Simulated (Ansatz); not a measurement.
Two isomers of CH5BTe: A = `B[Te]C`, B = `CB[TeH]`.

Calculated with Ansatz (gas phase, PBE0-D4/def2-TZVP geometries, no zero-point term in ΔE). CBS: MP2 limit from def2 TZ/QZ plus the TZ coupled-cluster correction, frozen cores. DFT in def2-TZVPP. B3LYP here is the variant with VWN-RPA as its local correlation; programs differ in this. Elements past krypton have def2 core potentials. For Te outer-core shells are correlated without core-valence functions, which leaves a few kJ/mol of doubt a bond.

Q: Which isomer does CCSD(T)/CBS put lower? Give the gap. (Best estimate.)

A: The calculation gave: B, by 8.2 kcal/mol.

Q: Give E(B) − E(A) in kcal/mol with ωB97M-V, B2PLYP, CCSD/def2-TZVPP, B3LYP, B3LYP-D4, PBE0-D4, CCSD(T)/def2-SVP. (Estimate.)

A: Ansatz gave: ωB97M-V -10.0, B2PLYP -8.9, CCSD/def2-TZVPP -9.3, B3LYP -9.4, B3LYP-D4 -9.3, PBE0-D4 -10.0, CCSD(T)/def2-SVP -12.1. None reverses the order clearly.

Q: Does the order hold for the free energy at 298.15 K (harmonic terms from PBE0-D4)? (An estimate is asked.)

A: Computed: Yes: G(B) − G(A) = -8.9 kcal/mol.

Largest T1 diagnostic: 0.015.

In def2-TZVPP, CCSD(T) changes the Hartree–Fock value by +1.8 kcal/mol (the triples alone add +0.6 kcal/mol) and MP2 by +2.2 kcal/mol. From BLYP to BHLYP (50 % exact exchange), in def2-TZVPP and without D4, E(B) − E(A) moves by −1.5 kcal/mol.
